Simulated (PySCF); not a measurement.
C4H12N2Si, SMILES C=C[SiH](N)N(C)C, GFN2-xTB optimised geometry.

```
19

Si     0.13    -1.66     0.00
N     -0.30    -2.62     1.38
C     -0.53     0.11     0.00
C     -1.25     0.64     0.98
N     -0.41    -2.38    -1.46
C     -1.61    -1.99    -2.17
C      0.09    -3.65    -1.90
H      1.60    -1.66     0.00
H     -1.25    -2.93     1.48
H      0.07    -2.36     2.28
H     -0.28     0.74    -0.84
H     -1.60     1.66     0.96
H     -1.53     0.07     1.85
H     -2.41    -2.72    -2.03
H     -1.40    -1.91    -3.24
H     -1.95    -1.02    -1.80
H      1.01    -3.87    -1.37
H     -0.62    -4.46    -1.70
H      0.30    -3.63    -2.97
```

Density from PySCF with PBE0/def2-SVP at that geometry.

Minimum of the electron density along straight lines between bonded atoms, close to the bond critical point (lines longer than 1.1 times the sum of covalent radii, or with two minima, are not listed):

```json
[
 {"bond": "Si1–N2", "length / Å": "1.733", "ρ at the minimum / e bohr⁻³": "0.121", "∇²ρ there / e bohr⁻⁵": "0.71", "position (fraction from the first atom)": "0.40"},
 {"bond": "Si1–C3", "length / Å": "1.889", "ρ at the minimum / e bohr⁻³": "0.112", "∇²ρ there / e bohr⁻⁵": "0.34", "position (fraction from the first atom)": "0.38"},
 {"bond": "C3–C4", "length / Å": "1.323", "ρ at the minimum / e bohr⁻³": "0.343", "∇²ρ there / e bohr⁻⁵": "?", "position (fraction from the first atom)": "0.49"},
 {"bond": "Si1–N5", "length / Å": "1.718", "ρ at the minimum / e bohr⁻³": "0.124", "∇²ρ there / e bohr⁻⁵": "0.75", "position (fraction from the first atom)": "0.40"},
 {"bond": "N5–C6", "length / Å": "1.439", "ρ at the minimum / e bohr⁻³": "0.274", "∇²ρ there / e bohr⁻⁵": "-0.79", "position (fraction from the first atom)": "0.61"},
 {"bond": "N5–C7", "length / Å": "1.438", "ρ at the minimum / e bohr⁻³": "0.275", "∇²ρ there / e bohr⁻⁵": "-0.79", "position (fraction from the first atom)": "0.61"},
 {"bond": "Si1–H8", "length / Å": "1.468", "ρ at the minimum / e bohr⁻³": "0.117", "∇²ρ there / e bohr⁻⁵": "0.32", "position (fraction from the first atom)": "0.49"},
 {"bond": "N2–H9", "length / Å": "1.008", "ρ at the minimum / e bohr⁻³": "0.331", "∇²ρ there / e bohr⁻⁵": "-1.51", "position (fraction from the first atom)": "0.76"},
 {"bond": "N2–H10", "length / Å": "1.007", "ρ at the minimum / e bohr⁻³": "0.332", "∇²ρ there / e bohr⁻⁵": "-1.52", "position (fraction from the first atom)": "0.76"},
 {"bond": "C3–H11", "length / Å": "1.083", "ρ at the minimum / e bohr⁻³": "0.277", "∇²ρ there / e bohr⁻⁵": "-1.02", "position (fraction from the first atom)": "0.63"},
 {"bond": "C4–H12", "length / Å": "1.081", "ρ at the minimum / e bohr⁻³": "0.282", "∇²ρ there / e bohr⁻⁵": "-1.08", "position (fraction from the first atom)": "0.63"},
 {"bond": "C4–H13", "length / Å": "1.079", "ρ at the minimum / e bohr⁻³": "0.283", "∇²ρ there / e bohr⁻⁵": "-1.08", "position (fraction from the first atom)": "0.63"},
 {"bond": "C6–H14", "length / Å": "1.098", "ρ at the minimum / e bohr⁻³": "0.274", "∇²ρ there / e bohr⁻⁵": "-0.99", "position (fraction from the first atom)": "0.62"},
 {"bond": "C6–H15", "length / Å": "1.096", "ρ at the minimum / e bohr⁻³": "0.276", "∇²ρ there / e bohr⁻⁵": "-1.01", "position (fraction from the first atom)": "0.63"},
 {"bond": "C6–H16", "length / Å": "1.087", "ρ at the minimum / e bohr⁻³": "0.282", "∇²ρ there / e bohr⁻⁵": "-1.07", "position (fraction from the first atom)": "0.63"},
 {"bond": "C7–H17", "length / Å": "1.085", "ρ at the minimum / e bohr⁻³": "0.282", "∇²ρ there / e bohr⁻⁵": "-1.07", "position (fraction from the first atom)": "0.63"},
 {"bond": "C7–H18", "length / Å": "1.097", "ρ at the minimum / e bohr⁻³": "0.275", "∇²ρ there / e bohr⁻⁵": "-1.00", "position (fraction from the first atom)": "0.62"},
 {"bond": "C7–H19", "length / Å": "1.095", "ρ at the minimum / e bohr⁻³": "0.276", "∇²ρ there / e bohr⁻⁵": "-1.01", "position (fraction from the first atom)": "0.63"}
]
```

Problem. Complete the blanks.

Solution. 
- C3–C4, ∇²ρ there / e bohr⁻⁵: -0.92
